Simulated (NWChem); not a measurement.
## Correlation energy of HAs

```xyz
2

As     0.0000     0.0000     0.0451
H      0.0000     0.0000    -1.4893
```
Charge 0, spin multiplicity 3.

Everything below was run with NWChem. Structure: optimised with UPBE0/def2-SVP, a minimum by its harmonic frequencies.

Basis set: 3-21G. Each correlation energy counts from its own Hartree-Fock reference.

The Hamiltonian is non-relativistic. The correlated methods keep 9 core orbitals frozen. This spin state was chosen for the runs; another may lie lower. The structure started from a generated list of species. The unpaired electrons of the parent sit in orbitals of symmetry b1 and b2 (C2v labels of the run); other states weren't searched. The stability of the SCF solutions was not checked. Open-shell Hartree-Fock references start from PBE0 orbitals. Coupled-cluster values serve here as a point of comparison, not as the truth.

Problem. Order these methods by the correlation energy they give, lowest first: UMP2, SCS-UMP2, CCSD on UHF, CCSD on ROHF.

Solution. CCSD on ROHF (-42.8 mHa), CCSD on UHF (-40.2 mHa), SCS-UMP2 (-31.8 mHa), UMP2 (-29.0 mHa)
